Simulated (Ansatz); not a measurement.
Cartesian coordinates in Å:
```
C 0.960 -1.073 -0.115
B -0.128 0.029 0.159
N -1.459 -0.321 0.381
P 0.409 1.882 0.326
H 1.826 -0.956 0.543
H 0.582 -2.092 0.003
H 1.344 -0.978 -1.137
H -2.197 0.341 0.546
H -1.768 -1.280 0.391
H -0.743 2.496 -0.231
H 1.173 1.951 -0.866
```

The species carries charge 0 and has multiplicity 1.

Problem. List the PBE/def2-TZVPP orbital energies in eV (Ansatz 0.2.0). (An estimate is asked.)

Solution. Computed: Occupied: -2075.31, -380.56, -268.14, -176.80, -170.69, -122.17, -122.13, -122.03, -21.68, -17.07, -15.34, -12.63, -12.40, -9.95, -9.65, -8.95, -8.55, -7.61, -7.01, -5.76. Lowest empty: -0.60, -0.10, 0.20, 0.81, 1.08, 1.66, 1.99, 2.48.
